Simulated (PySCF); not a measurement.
Molecule: C₄H₉O₂Si, SMILES CO[Si](C=C)OC, doublet. Atoms near the plane z = 0.0 Å, at the GFN2-xTB optimised geometry (x, y, z in Å): C1 (-2.5, 1.1, 0.6), C2 (-1.4, 0.7, 0.0), Si3 (-0.6, -1.0, 0.0), O4 (1.1, -1.0, 0.0), C5 (1.9, -0.2, -0.8), H9 (-3.0, 2.0, 0.5), H10 (-1.0, 1.4, -0.7), H12 (3.0, -0.5, -0.5), H13 (1.8, 0.9, -0.5).

Method: PySCF with unrestricted CAM-B3LYP/def2-TZVP. Cells within 0.4 Å of a nucleus heavier than hydrogen are left out (blank, or x). The values are rescaled to run from 0 to 1.

```
|555555555555555555555555555|
|555555555555555555555555555|
|555555555555555555555555555|
|555555555555555555555555555|
|555555555555555555555555555|
|555555555555555555555555555|
|555555555555555555555555555|
|555555555555555555555555555|
|555555555566655555555555555|
|555544344566665556655555555|
|555432112488766566665555555|
|555432000xx9766556665555555|
|555432111xx9765555665555555|
|555443333578764445555555555|
|555544444567653224555555555|
|55555444455xx43xx5555555555|
|55555555555xx55xx8655555555|
|555555555555556798655555555|
|555555555555556676655555555|
|555555555555556666555555555|
|555555555555555555555555555|
|555555555555555555555555555|
|555555555555555555555555555|
|555555555555555555555555555|
|555555555555555555555555555|
|555555555555555555555555555|
|555555555555555555555555555|
```
Scale: ten equal steps from 0.000 (start of '0') to 1.00 (end of '9'), in the order '0123456789'; x runs from -5.00 to 5.00, y from -5.00 (bottom) to 5.00 (top).

Which quantity is mapped?
A) log10 of the electron density
B) spin density
C) an orbital amplitude
D) Laplacian of the electron density

C, an orbital amplitude. In full: HOMO−1 amplitude (α) (bohr^(-3/2)).
